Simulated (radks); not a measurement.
Values are calculated unless marked as measured or tabulated.
All-electron atom: Cu23+ in [He] 2s2 2p2. Level of theory: scalar-relativistic Kohn-Sham, LDA (Slater exchange, VWN5 correlation), spin-polarised, spherical densities, finite nucleus; open shells are filled with parallel spins first; Fermi nuclear charge, rms radius 3.8823 fm (a radial shooting solver on a logarithmic mesh with Libxc functionals).

Normalised radial functions P(r) = r R(r), r in bohr:

r          1s up  1s down    2s up
0.002097  0.6488   0.6494   0.2171
0.002309  0.7082   0.7090   0.2370
0.002541  0.7727   0.7735   0.2585
0.002797  0.8424   0.8433   0.2818
0.003079  0.9178   0.9187   0.3069
0.003389  0.9990   1.0001   0.3339
0.003731  1.0865   1.0876   0.3630
0.004107  1.1805   1.1817   0.3943
0.004521  1.2812   1.2825   0.4277
0.004976  1.3887   1.3902   0.4633
0.005477  1.5034   1.5049   0.5011
0.006029  1.6251   1.6268   0.5412
0.006637  1.7539   1.7557   0.5834
0.007306  1.8895   1.8914   0.6277
0.008106  2.0438   2.0459   0.6778
0.008923  2.1924   2.1947   0.7257
0.009822  2.3463   2.3487   0.7749
0.01081   2.5045   2.5071   0.8248
0.0119    2.6657   2.6684   0.8748
0.0131    2.8283   2.8311   0.9243
0.01442   2.9904   2.9934   0.9723
0.01587   3.1498   3.1529   1.0177
0.01747   3.3038   3.3070   1.0591
0.01923   3.4494   3.4527   1.0952
0.02117   3.5832   3.5865   1.1240
0.0233    3.7015   3.7048   1.1437
0.02565   3.8003   3.8036   1.1520
0.02824   3.8756   3.8789   1.1466
0.03108   3.9233   3.9264   1.1249
0.03421   3.9395   3.9423   1.0842
0.03766   3.9205   3.9230   1.0221
0.04146   3.8635   3.8657   0.9359
0.04563   3.7665   3.7682   0.8236
0.05023   3.6287   3.6298   0.6834
0.05529   3.4508   3.4512   0.5144
0.06086   3.2349   3.2346   0.3166
0.067     2.9853   2.9843   0.0912
0.07375   2.7079   2.7060  -0.1589
0.08118   2.4100   2.4075  -0.4295
0.08936   2.1007   2.0976  -0.7141
0.09836   1.7897   1.7862  -1.0045
0.1083    1.4868   1.4832  -1.2908
0.1192    1.2015   1.1980  -1.5613
0.1312    0.9419   0.9387  -1.8039
0.1444    0.7141   0.7113  -2.0059
0.159     0.5219   0.5196  -2.1557
0.1764    0.3550   0.3533  -2.2482
0.1942    0.2374   0.2362  -2.2624
0.2137    0.1511   0.1504  -2.2066
0.2352    0.0912   0.0907  -2.0840
0.259     0.0518   0.0515  -1.9034
0.285     0.0276   0.0274  -1.6779
0.3138    0.0137   0.0136  -1.4243
0.3454    0.0063   0.0062  -1.1609
0.3802    0.0026   0.0026  -0.9057
0.4185    0.0010   0.0010  -0.6737
0.4606    0.0003   0.0003  -0.4759
0.5071    0.0001   0.0001  -0.3178
0.5582    0.0000   0.0000  -0.1995
0.6144    0.0000   0.0000  -0.1171
0.6763    0.0000   0.0000  -0.0639
0.7444    0.0000   0.0000  -0.0321

1s up: eigenvalue -10227.8 eV, 0 radial nodes, <r> = 0.0520 bohr, 90 % of the charge inside 0.0929 bohr. 1s down: eigenvalue -10213.0 eV, 0 radial nodes, <r> = 0.0520 bohr, 90 % of the charge inside 0.0927 bohr. 2s up: eigenvalue -2216.5 eV, 1 radial node at r = 0.0695 bohr, <r> = 0.220 bohr, 90 % of the charge inside 0.337 bohr.
